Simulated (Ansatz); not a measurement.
Species: C3H8S, charge 0, singlet. C3H8S (methylsulfanylethane, SMILES CCSC).
B3LYP-D3(BJ)/def2-TZVP minimum from Ansatz (a quantum-chemistry and plane-wave program):
```xyz
12

C     -1.5906     0.8997     0.6086
C     -1.0377     0.0227    -0.5062
S      0.4887    -0.8768    -0.0858
C      1.6650     0.4980     0.0221
H     -2.5260     1.3703     0.2951
H     -1.7842     0.3101     1.5052
H     -0.8942     1.6966     0.8728
H     -1.7503    -0.7618    -0.7663
H     -0.8562     0.6051    -1.4124
H      1.4328     1.1680     0.8488
H      1.6923     1.0594    -0.9126
H      2.6461     0.0582     0.1958
```

Atomisation energy term by term, kcal/mol (programs: Ansatz). UHF or UKS for unpaired electrons; spin-orbit terms are left out. Correlated methods leave the cores frozen. Rows without X2C or -DK are non-relativistic. CBS(X,Y): correlation extrapolated as X^-3, Hartree-Fock from the larger set. A bracket is a step between two methods taken in the basis named. '+ core + X2C': CCSD(T) terms for core correlation (cc-pwCVTZ, 1s frozen past Ne) and scalar relativity (cc-pVTZ-DK). For partners of very few electrons the exact lower level stands in for a higher one.

```tsv
term	basis	kcal/mol
Hartree-Fock	cc-pV(Q+d)Z	797.53
CCSD correlation	CBS(cc-pV(T+d)Z,cc-pV(Q+d)Z)	250.28
(T)	CBS(cc-pV(T+d)Z,cc-pV(Q+d)Z)	14.58
CCSDT(Q) - CCSD(T)	cc-pV(D+d)Z	0.53
core correlation	cc-pwCVTZ	3.76
scalar relativity	X2C, cc-pVTZ-DK	-0.95
sum: De		1065.7
```
